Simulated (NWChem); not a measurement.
System: AlH3O; SMILES [AlH2][OH]

Give the equilibrium geometry at PBE0/def2-SVP (NWChem) as a Z-matrix, with the point group.

point group Cs; any orientation.
```
Al
O 1 1.7041
H 2 0.9584 1 126.32
H 1 1.5804 2 115.36 3 180.00
H 1 1.5889 4 124.43 2 180.00
```
